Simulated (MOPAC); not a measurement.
MOPAC input (AM1):

```
AM1 1SCF UHF MS=0.5 GEO-OK AUX(PRECISION=9) THREADS=1
CH2NS

C     0.03434502 1   -0.57922268 1   -0.11175593 1
N    -1.15449918 1   -1.10532927 1    0.07153505 1
S     0.69612047 1    0.86592196 1   -0.00741171 1
H    -1.30630618 1   -2.09085571 1   -0.06953560 1
H    -1.95619727 1   -0.55125461 1    0.35791320 1
```

Output:

```
 *******************************************************************************
 **                                                                           **
 **                              MOPAC v23.2.5                                **
 **                                                                           **
 *******************************************************************************
 ** MOPAC's Digital Object Identifier: https://doi.org/10.5281/zenodo.6511958 **
 **                                                                           **
 ** Please cite the open-source release paper for use of this MOPAC version:  **
 ** J. E. Moussa and J. J. P. Stewart (2026)                                  **
 ** MOPAC: An open-source semiempirical molecular orbital program             **
 ** J. Open Source Softw., 11(119), 8025, https://doi.org/10.21105/joss.08025 **
 *******************************************************************************

                              AM1 CALCULATION RESULTS

 *******************************************************************************
 *  AM1        - The AM1 Hamiltonian to be used
 *  GEO-OK     - OVERRIDE INTERATOMIC DISTANCE AND OTHER SAFETY CHECKS
 *  UHF        - UNRESTRICTED HARTREE-FOCK CALCULATION
 *  MS=        - IN MECI, MAGNETIC COMPONENT OF SPIN =  0.5
 *  1SCF       - DO 1 SCF AND THEN STOP
 *  AUX        - OUTPUT AUXILIARY INFORMATION
 *******************************************************************************
AM1 1SCF UHF MS=0.5 GEO-OK AUX(PRECISION=9) THREADS=1
 CH2NS

   ATOM   CHEMICAL          X               Y               Z
  NUMBER   SYMBOL      (ANGSTROMS)     (ANGSTROMS)     (ANGSTROMS)

     1       C          0.03434502  *  -0.57922268  *  -0.11175593  *
     2       N         -1.15449918  *  -1.10532927  *   0.07153505  *
     3       S          0.69612047  *   0.86592196  *  -0.00741171  *
     4       H         -1.30630618  *  -2.09085571  *  -0.06953560  *
     5       H         -1.95619727  *  -0.55125461  *   0.35791320  *

          CARTESIAN COORDINATES

    NO.       ATOM           X           Y           Z

     1         C          0.0343     -0.5792     -0.1118
     2         N         -1.1545     -1.1053      0.0715
     3         S          0.6961      0.8659     -0.0074
     4         H         -1.3063     -2.0909     -0.0695
     5         H         -1.9562     -0.5513      0.3579

  H: (AM1): M.J.S. DEWAR ET AL, J. AM. CHEM. SOC. 107 3902-3909 (1985)
  C: (AM1): M.J.S. DEWAR ET AL, J. AM. CHEM. SOC. 107 3902-3909 (1985)
  N: (AM1): M.J.S. DEWAR ET AL, J. AM. CHEM. SOC. 107 3902-3909 (1985)
  S: (AM1): M.J.S. DEWAR, Y-C YUAN, INORGANIC CHEMISTRY, 29, 3881:3890,  (1990)

           Empirical Formula: C H2 N S  =     5 atoms

      MOLECULAR POINT GROUP   :   Cs

          UHF CALCULATION, NO. OF ALPHA ELECTRONS =    9
                           NO. OF BETA  ELECTRONS =    8

 -------------------------------------------------------------------------------
 AM1 1SCF UHF MS=0.5 GEO-OK AUX(PRECISION=9) THREADS=1
 CH2NS

     1SCF WAS SPECIFIED, SO BFGS WAS NOT USED
     SCF FIELD WAS ACHIEVED

                              AM1 CALCULATION
                                                       MOPAC v23.2.5 Linux

          FINAL HEAT OF FORMATION =         38.63704 KCAL/MOL =     161.65736 KJ/MOL

          COSMO AREA              =         90.17 SQUARE ANGSTROMS
          COSMO VOLUME            =         72.93 CUBIC ANGSTROMS

          IONIZATION POTENTIAL    =          8.876213 EV
          ALPHA SOMO LUMO (EV)    =         -8.876  0.196
          BETA  SOMO LUMO (EV)    =         -9.404 -0.317
          NO. OF ALPHA ELECTRONS  =          9
          NO. OF BETA  ELECTRONS  =          8
          MOLECULAR WEIGHT        =         60.0935         POINT GROUP:  Cs

          MOLECULAR DIMENSIONS (Angstroms)

            Atom       Atom       Distance
            H     4    S     3     3.57157
            C     1    H     5     1.73409
            H     4    N     2     0.00000

          SCF CALCULATIONS        =          1

   ATOM   CHEMICAL          X               Y               Z
  NUMBER   SYMBOL      (ANGSTROMS)     (ANGSTROMS)     (ANGSTROMS)

     1       C          0.03434502  *  -0.57922268  *  -0.11175593  *
     2       N         -1.15449918  *  -1.10532927  *   0.07153505  *
     3       S          0.69612047  *   0.86592196  *  -0.00741171  *
     4       H         -1.30630618  *  -2.09085571  *  -0.06953560  *
     5       H         -1.95619727  *  -0.55125461  *   0.35791320  *

                             CARTESIAN COORDINATES

   1    C        0.034345020    -0.579222680    -0.111755930
   2    N       -1.154499180    -1.105329270     0.071535050
   3    S        0.696120470     0.865921960    -0.007411710
   4    H       -1.306306180    -2.090855710    -0.069535600
   5    H       -1.956197270    -0.551254610     0.357913200

           Empirical Formula: C H2 N S  =     5 atoms

      MOLECULAR POINT GROUP   :   Cs

          ALPHA EIGENVALUES
 -37.10470 -25.84251 -19.48489 -18.32564 -14.15886 -13.81200 -11.53732  -9.72556
  -8.87621   0.19575   0.95453   2.11567   4.93876   5.41405

           BETA EIGENVALUES
 -36.90983 -25.37258 -19.11282 -18.07488 -14.03364 -12.55629  -9.80955  -9.40449
  -0.31698   0.65913   1.41114   2.59107   5.08158   5.80212

              NET ATOMIC CHARGES AND DIPOLE CONTRIBUTIONS

  ATOM NO.   TYPE          CHARGE      No. of ELECS.   s-Pop       p-Pop
    1          C          -0.163115        4.1631     1.39921     2.76391
    2          N          -0.283665        5.2837     1.43276     3.85090
    3          S          -0.019380        6.0194     1.90186     4.11752
    4          H           0.238781        0.7612     0.76122
    5          H           0.227378        0.7726     0.77262
 DIPOLE           X         Y         Z       TOTAL
 POINT-CHG.    -2.153    -1.121     0.302     2.446
 HYBRID        -1.404    -1.001     0.149     1.731
 SUM           -3.558    -2.121     0.451     4.167

          ATOMIC ORBITAL ELECTRON POPULATIONS

     Atom    s        px        py        pz
    1  C   1.39921   0.95521   1.05877   0.74992
    2  N   1.43276   1.08909   1.13779   1.62402
    3  S   1.90186   1.50921   1.00027   1.60805
    4  H   0.76122
    5  H   0.77262

                    (SZ)    =    0.500000
                    (S**2)  =    0.760520

          ATOMIC ORBITAL SPIN POPULATIONS

    Atom   Total    s     px     py     pz
         Atomic
    1  C  0.5592  0.115  0.116  0.287  0.042
    2  N -0.0441  0.009 -0.003 -0.008 -0.043
    3  S  0.4281  0.011  0.175  0.180  0.063
    4  H -0.0031 -0.003
    5  H  0.0600  0.060

 **********************
 *                    *
 * JOB ENDED NORMALLY *
 *                    *
 **********************

 == MOPAC DONE ==
```

The geometry given is a B3LYP-D3(BJ)/def2-TZVP minimum.
